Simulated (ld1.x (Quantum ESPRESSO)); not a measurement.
# Ranking TM potentials for Al (Z = 13)

All share these settings but for the change named:

```json
{
  "Element": "Al",
  "Generator": "ld1.x (Quantum ESPRESSO) 7.5",
  "Type": "norm-conserving Troullier–Martins (Kleinman–Bylander form)",
  "Functional": "LDA (PZ)",
  "Relativity": "non-relativistic",
  "Frozen core": "[Ne]",
  "Valence charge": "3",
  "Reference configuration": "3s2 3p1",
  "Partial waves": "3s (bound): rc 1.40 bohr; 3p (bound): rc 1.65 bohr",
  "Local potential": "the p channel",
  "Core correction": "Bessel-smoothed model core inside 0.95 bohr"
}
```

Cutoff: the first of the cutoffs (Ry, on a coarse ladder) from which the occupation-weighted sum of valence levels, in a spherical-Bessel basis at the reference potential, stays within 10 and 1 mRy of its value at 400 Ry; the density cutoff is not measured.

The base gives 35 Ry.

Of 8 variants that were run, those that failed, showed a ghost or another fault, or gave nearly equal values are left out.

**Question.** Rank these variants from softest to hardest (loose cutoff).
A. wave 3s (bound): rc 1.40 bohr becomes 3s (bound): rc 1.94 bohr
B. wave 3s (bound): rc 1.40 bohr becomes 3s (bound): rc 1.54 bohr
C. wave 3s (bound): rc 1.40 bohr becomes 3s (bound): rc 1.28 bohr

**Answer.** A (21 Ry), B (30 Ry), C (50 Ry).
